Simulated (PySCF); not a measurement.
# Exercise with solution: chemical shift, span and skew from a shielding tensor

H5Si, SMILES [SiH5-], charge -1. Atoms are numbered in the order given.

```xyz
6

Si     0.0000     0.0000     0.0000
H      0.0000     0.0000     1.6219
H      0.0000     0.0000    -1.6219
H      1.5325     0.0000     0.0000
H     -0.7663     1.3272     0.0000
H     -0.7663    -1.3272     0.0000
```
Charge -1, spin multiplicity 1.

The structure is a stationary point at PBE0-D3(BJ)/def2-TZVPD.

GIAO shieldings from PBE0/pcSseg-2 run with PySCF, non-relativistic, no solvent. The symmetric part of the tensor of Si1 has the principal values 432.4, 634.8, 634.8 ppm. The same nucleus in TMS has σ = 341.9 ppm at this level (PySCF, at its B3LYP-D3(BJ)/def2-TZVP geometry).

### Question
Work out the isotropic shielding, the ²⁹Si shift against TMS, the span and the skew.

### Answer

σ(iso) = (σ11 + σ22 + σ33)/3 = 567.3 ppm. δ = σ(ref) − σ(iso) = 341.9 − (567.3) = -225.4 ppm.
Span Ω = σ33 − σ11 = 202.4 ppm. Skew κ = 3(σ(iso) − σ22)/Ω = -1.00, an axial tensor. Tumbling in solution averages the tensor to δ; in a static solid the shielding alone would spread this spin-1/2 line over Ω.
